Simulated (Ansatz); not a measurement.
Wavefunction ladder for `F[SiH](F)[SiH](Cl)Cl`

Z-matrix (Å, degrees):
```
Si
F 1 1.589
Si 1 2.346 2 109.1
F 1 1.589 2 107.4 3 118.1
H 1 1.479 2 108.5 3 -124.7
Cl 3 2.047 1 107.4 2 -62.4
Cl 3 2.047 1 107.4 2 179.5
H 3 1.479 1 115.7 2 58.5
```

The species carries charge 0 and has multiplicity 1. All single points use the PBE0-D4/def2-TZVP geometry. It is one conformer, not always the lowest. Frozen core, restricted reference, the Gaussian-basis code of Ansatz. CBS rows extrapolate triple and quadruple zeta; past MP2 they add the triple-zeta difference.

```
     basis      HF (Eh)  MP2 corr.  CCSD corr.       (T)  CCSD(T) total
  def2-SVP  -1696.49290   -0.81286    -0.86034  -0.01665    -1697.36989
def2-TZVPP            ?          ?    -1.15202  -0.04126              ?
def2-QZVPP  -1697.34645   -1.21000           –         –              –
 CBS(def2)  -1697.35384          ?           ?     as TZ              ?
```

Q: Fill in the withheld values. (Best estimate.)

A: Ansatz gave: def2-TZVPP HF (Eh): -1697.29280; def2-TZVPP MP2 corr.: -1.10167; def2-TZVPP CCSD(T) total: -1698.48608; CBS(def2) MP2 corr.: -1.29025; CBS(def2) CCSD corr.: -1.34060; CBS(def2) CCSD(T) total: -1698.73570.
